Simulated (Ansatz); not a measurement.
Z-matrix (Å, degrees):
```
C
Hf 1 2.245
H 1 1.097 2 111.9
H 1 1.097 2 111.9 3 120.0
H 1 1.097 2 111.9 3 -120.0
N 2 2.040 1 108.2 3 -170.0
N 2 2.040 1 108.2 3 -50.0
N 2 2.040 1 108.2 3 70.0
H 6 1.010 2 127.4 1 -125.6
H 6 1.012 2 124.1 1 51.0
H 7 1.012 2 124.1 1 51.1
H 7 1.010 2 127.4 1 -125.6
H 8 1.010 2 127.4 1 -125.6
H 8 1.012 2 124.1 1 51.0
```

Charge 0, multiplicity 1. Hf: def2 effective core potential.

Question: List the ωB97M-V/def2-TZVPP orbital energies in eV (Ansatz 0.2.0). (An estimate is asked.)

Answer: Computed: Occupied: -393.44, -393.44, -393.44, -279.79, -69.91, -38.30, -38.30, -38.07, -25.35, -25.09, -25.09, -20.71, -15.46, -15.46, -15.30, -13.15, -12.77, -12.77, -12.41, -12.41, -9.68, -9.68, -9.65, -9.17. Lowest empty: 1.17, 2.44, 2.44, 2.98, 2.98, 3.23, 3.35, 3.36.
